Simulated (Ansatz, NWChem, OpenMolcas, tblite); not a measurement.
## How methods differ on SnTe (SMILES [Sn][Te])

SnTe has 2 atoms, charge 0, and is taken as a singlet. SMILES: `[Sn][Te]`. Geometry: relaxed at PBE0-D4/def2-TZVP.

```xyz
2

Sn    0.0000    0.0000    0.0094
Te    0.0000    0.0000    2.5273
```

Each level gives the HOMO–LUMO gap (eV). The values are calculated.

```csv
level,kind,program,value (eV)
GFN2-xTB,semi-empirical,tblite,2.55
HF/def2-TZVPPD (core potential),Hartree–Fock,Ansatz,8.23
SVWN5/def2-TZVPPD (core potential),LDA,OpenMolcas,2.56
revPBE/def2-TZVPPD (core potential),GGA,Ansatz,2.60
TPSS/def2-TZVPPD (core potential),meta-GGA,OpenMolcas,2.68
BHLYP/def2-TZVPPD (core potential),global hybrid,Ansatz,5.37
wB97X/def2-TZVPPD (core potential),range-separated hybrid,NWChem,7.65
B2PLYP/def2-TZVPPD (core potential),double hybrid,OpenMolcas,5.54
```

The values span 2.55 to 8.23 eV. Orbital gaps aren't excitation energies, and those of double hybrids come from the SCF part alone; they tend to grow with the share of exact exchange.
